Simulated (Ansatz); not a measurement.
# What a proton shuttle does

SiNH₅ ([NH2][SiH3]) + HF → SiH₃F ([F][SiH3]) + NH₃ (links in brackets), a four-centre ligand exchange, has a barrier of 0.782 eV above its start structure and a step energy of -0.587 eV. One HF is now added to the ring of the saddle, taking the hydrogen and handing on one of its own. Gas-phase electronic energies, without zero-point energy, by CCSD(T) at an estimated basis limit (MP2 extrapolated from triple and quadruple zeta, plus CCSD(T) − MP2 in triple zeta); Ansatz 0.2.0, def2-TZVPP and QZVPP, frozen cores, on PBE0-D4/def2-TZVP structures. Extrapolation: Hartree–Fock as exp(−7.88 √X), correlation as X^−2.97. Each barrier counts from its own start structure, which holds all the molecules, is reached by relaxing down from the saddle and may not be the deepest complex; no counterpoise correction.

Task: What are the barrier and the step energy with the shuttle? (To be estimated.)

Result: Computed: Barrier 0.328 eV, 0.454 eV lower than without; step energy -0.531 eV, both from the start structure. Counted from all the molecules apart, the saddle lies at -0.486 eV with the shuttle and at 0.357 eV without; the start well goes from -0.425 to -0.815 eV. At the saddle the angle at each passing proton is F–H···N 138° without the shuttle, against F–H···F 162° and F–H···N 164° with it. Bringing in the extra molecule costs entropy, which these electronic energies leave out.

The T1 diagnostic stays at or below 0.012.

For scale, one of the runs: CCSD(T)/def2-TZVPP, 233 basis functions, launched by `ansatz run in.yaml --threads 4 --pin off --events-out ev --progress --plain --max-ram 9574MiB`. Time: 2.6 min of wall clock on 4 CPU threads of an AMD EPYC 7R43; the host was shared. Peak host memory: 4.3 GiB.
